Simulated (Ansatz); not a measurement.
Ideal-gas functions of `[Cl+]1[InH2-][Cl+][InH2-]1` at 400 K and 1 bar, from an Ansatz frequency run at PBE0-D4/def2-TZVP.

Molar mass 304.57 g/mol, point group D2h (symmetry number 4), electronic degeneracy 1, moments of inertia 231.32, 821.176, 1031.906 u Å². Harmonic wavenumbers (cm⁻¹, unscaled): 19, 96, 172, 237, 237, 251, 348, 348, 368, 385, 565, 570, 579, 599, 1888, 1891, 1906, 1909.

Use S(trans) = R[1.5 ln M + 2.5 ln T − 1.1517]; rotational temperatures θ = 24.2544 K / I; S(rot) = R[ln(√π/σ · √(T³/θAθBθC)) + 1.5]; for each mode x = 1.438777 ν̃/T, S = R[x/(eˣ − 1) − ln(1 − e⁻ˣ)] and H = RT x/(eˣ − 1); 1 cm⁻¹ = 0.0119627 kJ/mol; R = 8.31446 J/(mol·K).

By hand: the entropy, in J/(mol·K).

Translation 186.3. Rotation: θ = 0.1049, 0.0295, 0.0235 K, giving 120.0. Vibration, mode by mode: 30.63, 17.20, 12.44, 9.89, 9.89, 9.44, 6.97, 6.97, 6.56, 6.24, 3.72, 3.66, 3.57, 3.37, 0.07, 0.07, 0.07, 0.07, in all 130.8. Electronic 0.0. Sum 437.1 J/(mol·K).

By hand: H − E and G − E in kJ/mol, counted from the electronic energy.

Zero-point energy ½ × 12368 × 0.0119627 = 74.0; thermal vibration 25.2; translation, rotation and pV give 4 RT = 13.3. H − E = 112.5 kJ/mol, and G − E = 112.5 − 400 × 437.1/1000 = -62.3 kJ/mol.

Vibration gives 30 % of the entropy, 47.8 J/(mol·K) of it from the modes under 150 cm⁻¹: soft modes count most, and the harmonic formula is weakest for them.
